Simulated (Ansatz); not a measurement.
Input file for Ansatz (a first-principles code): R-B3LYP-D3(BJ)/def2-TZVP on HfO2 (SMILES [O]=[Hf]=[O]). Elements past Kr take the def2 small-core potentials; no spin–orbit coupling.

Ansatz 0.2 input:
```yaml
crystal:
  periodic: [false, false, false]
  atoms:
    - {symbol: Hf, position_ang: [0.00800000, 0.00520000, -0.61910000]}
    - {symbol: O, position_ang: [1.48070000, -0.00620000, 0.31750000]}
    - {symbol: O, position_ang: [-1.48870000, 0.00100000, 0.30160000]}
basis:
  gaussian:
    orbitals: def2-TZVP
hamiltonian:
  xc: b3lyp
  dispersion: d3bj
relax: {f_tol: 0.004, max_steps: 120}
scf: {lower_state_search: off}
```

The log:

```
WARN ansatz: RAYON_NUM_THREADS=4 ignored (pool sized by the plan → 4); use --threads N
Functional definition: B3LYP
these checks for a lower state are left out or cut short: stability, starts, cluster_reference, orbital_swaps, neighbouring_geometries, increment
integrals: 0.03 GiB planned
675 factors; their error is unknown
mean field: 0.30 GiB planned
mean field evaluation 1: about -5380.2978 eV, gradient 1.1e2 eV
mean field evaluation 2: about -5021.6866 eV, gradient 3.4e2 eV
mean field evaluation 4: about -5402.7610 eV, gradient 1.3e1 eV
mean field evaluation 8: about -5403.1157 eV, gradient 7.1e-1 eV
mean field evaluation 16: about -5403.1304 eV, gradient 2.6e-5 eV
mean field -5403.13038134 eV, -198.5613791411 hartree, gradient 1.2e-6 eV, S^2 0.000000; 0 other end points of the search recorded, 0 dependent functions left out
the calculation of the forces begins
reference -5403.13058473 eV, -198.5613866153 hartree; 14, 14 occupied and 88, 88 virtual orbitals, 675 factors
relax step   1: F+E_penalty+E_count = -5403.21590519 eV  Δ(F+E_penalty+E_count) = +0.000e0 eV  max|allowed force component| = 3.582e0 eV/Å  Δτ_max = 0.0000 Å  (18 SCF iters, accepted)
these checks for a lower state are left out or cut short: stability, starts, cluster_reference, orbital_swaps, neighbouring_geometries, increment
integrals: 0.03 GiB planned
675 factors; their error is unknown
mean field: 0.30 GiB planned
mean field -5403.27513025 eV, -198.5666985654 hartree, gradient 1.8e-6 eV, S^2 0.000000; 0 other end points of the search recorded, 0 dependent functions left out
the calculation of the forces begins
reference -5403.27532588 eV, -198.5667057545 hartree; 14, 14 occupied and 88, 88 virtual orbitals, 675 factors
relax step   2: F+E_penalty+E_count = -5403.36133155 eV  Δ(F+E_penalty+E_count) = -1.454e-1 eV  max|allowed force component| = 1.339e0 eV/Å  Δτ_max = 0.1177 Å  (33 SCF iters, accepted)
these checks for a lower state are left out or cut short: stability, starts, cluster_reference, orbital_swaps, neighbouring_geometries, increment
integrals: 0.03 GiB planned
675 factors; their error is unknown
mean field: 0.30 GiB planned
mean field evaluation 32: about -5403.2847 eV, gradient 4.0e-1 eV
mean field -5403.30000803 eV, -198.5676128069 hartree, gradient 1.3e-6 eV, S^2 0.000000; 0 other end points of the search recorded, 0 dependent functions left out
the calculation of the forces begins
reference -5403.30020602 eV, -198.5676200827 hartree; 14, 14 occupied and 88, 88 virtual orbitals, 675 factors
relax step   3: F+E_penalty+E_count = -5403.38585474 eV  Δ(F+E_penalty+E_count) = -2.452e-2 eV  max|allowed force component| = 1.211e-1 eV/Å  Δτ_max = 0.0410 Å  (28 SCF iters, accepted)
these checks for a lower state are left out or cut short: stability, starts, cluster_reference, orbital_swaps, neighbouring_geometries, increment
integrals: 0.03 GiB planned
675 factors; their error is unknown
mean field: 0.30 GiB planned
mean field -5403.30095269 eV, -198.5676475223 hartree, gradient 2.0e-6 eV, S^2 0.000000; 0 other end points of the search recorded, 0 dependent functions left out
the calculation of the forces begins
reference -5403.30115036 eV, -198.5676547867 hartree; 14, 14 occupied and 88, 88 virtual orbitals, 675 factors
relax step   4: F+E_penalty+E_count = -5403.38689443 eV  Δ(F+E_penalty+E_count) = -1.040e-3 eV  max|allowed force component| = 6.006e-2 eV/Å  Δτ_max = 0.0083 Å  (24 SCF iters, accepted)
these checks for a lower state are left out or cut short: stability, starts, cluster_reference, orbital_swaps, neighbouring_geometries, increment
integrals: 0.03 GiB planned
675 factors; their error is unknown
mean field: 0.30 GiB planned
mean field -5403.30102122 eV, -198.5676500408 hartree, gradient 1.6e-6 eV, S^2 0.000000; 0 other end points of the search recorded, 0 dependent functions left out
the calculation of the forces begins
reference -5403.30121884 eV, -198.5676573034 hartree; 14, 14 occupied and 88, 88 virtual orbitals, 675 factors
relax step   5: F+E_penalty+E_count = -5403.38699742 eV  Δ(F+E_penalty+E_count) = -1.030e-4 eV  max|allowed force component| = 1.688e-3 eV/Å  Δτ_max = 0.0030 Å  (24 SCF iters, accepted)
Total energy: -5403.38719505 eV, -198.5708168705 hartree
Atom 0 at     0.004514     0.005915    -0.702976 Å, force    -0.000430    -0.000008     0.001092 eV/Å
Atom 1 at     1.443672    -0.006476     0.360729 Å, force    -0.001258     0.000006    -0.000401 eV/Å
Atom 2 at    -1.448185     0.000561     0.342247 Å, force     0.001688     0.000002    -0.000691 eV/Å
Dipole moment:     0.010709     0.014021    -1.666221 e Å
Checks for a lower state left out: stability, starts, cluster_reference, orbital_swaps, neighbouring_geometries, increment
```

The calculation finished and met its thresholds.

Cost: around 11 core-seconds (rough).
